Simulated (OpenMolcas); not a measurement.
Pr2+ in a point-charge field

Pr2+ among 8 point charges of -2 e arranged as a cube (Oh), 2.72 Å from the ion.
```
   1.5704    1.5704    1.5704  -2.00
   1.5704    1.5704   -1.5704  -2.00
   1.5704   -1.5704    1.5704  -2.00
   1.5704   -1.5704   -1.5704  -2.00
  -1.5704    1.5704    1.5704  -2.00
  -1.5704    1.5704   -1.5704  -2.00
  -1.5704   -1.5704    1.5704  -2.00
  -1.5704   -1.5704   -1.5704  -2.00
```

```
Program             : OpenMolcas
Method              : CASSCF
Basis               : ANO-RCC-VDZP [7s6p4d2f1g]
Scalar Hamiltonian  : DKH2, point nucleus
Active space        : 3 electrons in 7 orbitals (4f)
State averaging     : 2S+1 = 4 odd, 35 roots; 2S+1 = 2 odd, 96 roots kept (CI in the orbitals of an earlier block)
Spin-orbit coupling : RASSI with atomic mean-field integrals over the reference wave functions
```

The lowest spin-free states (labels of O, the rotations of Oh), above the lowest:

```csv
State,Degeneracy,E (cm-1),Free-ion L (%)
4T1,3,0.0,I (100)
4A1,1,1.5,I (100)
4T2,3,38.2,I (100)
4A2,1,140.8,I (100)
4E,2,411.4,I (100)
4T2,3,420.1,I (100)
2T1,3,11760,H (100)
2E,2,11818,H (100)
4A2,1,12064,F (100)
2T2,3,12214,H (100)
4T2,3,12326,F (98)
4A1,1,12383,S (100)
2T1,3,12447,H (100)
4T1,3,12458,F (99)
2T2,3,15633,G (89)
2E,2,15867,G (89)
2T1,3,15971,G (91)
2A1,1,16183,G (100)
2T1,3,17994,K (93)
2E,2,18231,K (89)
```

The lowest levels with spin-orbit coupling:

| E (cm-1) | Degeneracy | Label | 2S+1 | J | |mJ| (%) | g |
| --- | --- | --- | --- | --- | --- | --- |
| 0.0 | 4 | Γ8 | 4 | 4.40 | 5/2 (44) |  |
| 144.8 | 4 | Γ8 | 4 | 4.43 | 3/2 (43) |  |
| 384.5 | 2 | Γ6 | 4 | 4.40 | 1/2 (59) | 2.60 2.60 2.60 |
| 1433 | 2 | Γ6 | 4 | 5.40 | 7/2 (73) | 3.40 3.40 3.40 |
| 1502 | 4 |  | 4 | 5.40 | 9/2 (39) |  |
| 1590 | 2 | Γ7 | 4 | 5.43 | 3/2 (46) | 3.44 3.44 3.44 |
| 1723 | 4 | Γ8 | 4 | 5.40 | 1/2 (43) |  |
| 2988 | 2 | Γ6 | 4 | 6.40 | 9/2 (69) | 5.38 5.38 5.38 |
| 3054 | 4 | Γ8 | 4 | 6.40 | 7/2 (37) |  |
| 3093 | 2 | Γ7 | 4 | 6.41 | 5/2 (63) | 1.41 1.41 1.41 |
| 3245 | 2 | Γ7 | 4 | 6.40 | 3/2 (59) | 0.76 0.76 0.76 |
| 3308 | 4 | Γ8 | 4 | 6.40 | 1/2 (43) |  |
| 4641 | 4 | Γ8 | 4 | 7.39 | 9/2 (43) |  |
| 4681 | 4 | Γ8 | 4 | 7.40 | 7/2 (42) |  |
| 4928 | 2 | Γ7 | 4 | 7.38 | 13/2 (40) | 6.76 6.76 6.76 |
| 4994 | 4 | Γ8 | 4 | 7.40 | 3/2 (31) |  |
| 5017 | 2 | Γ6 | 4 | 7.40 | 1/2 (52) | 5.93 5.93 5.93 |
| 12908 | 4 | Γ8 | 2 | 4.40 | 7/2 (46) |  |
| 13159 | 4 | Γ8 | 2 (58 %) | 3.56 | 3/2 (39) |  |
| 13276 | 4 | Γ8 | 4 (61 %) | 2.99 | 3/2 (45) |  |

Powder χT (cm3 K/mol): 1.05 at 2 K, 1.08 at 10 K, 1.26 at 50 K, 1.39 at 100 K, 1.51 at 200 K, 1.58 at 300 K. The effective moment at 300 K is 2.828 √(χT) = 3.55 μB.

Hund's rules give f3 the level 4I9/2 with g = 0.727, so an isolated free-ion multiplet has χT = g² J(J+1) / 8 = 1.636 cm3 K/mol. The computed 1.578 at 300 K differs by -4 %, through the field's splitting, the mixing of terms and any other multiplet in reach.

Stevens parameters of the J = 9/2 multiplet, which is 384 cm-1 wide (cm-1, z along the main axis): B40 = 6.852e-02, B44 = 3.399e-01, B60 = -5.184e-04, B64 = 1.081e-02.

High states are left out of the spin-orbit mixing, which shifts the levels that they would mix with. This is an electrostatic model: the charges have no orbitals. The first state left out of the spin-orbit step lies near 52000 cm-1 above the lowest spin-free state of the reference (among the parities and spins computed), and the lists stop at four fifths of that energy or lower. No measured value stands beside these numbers.
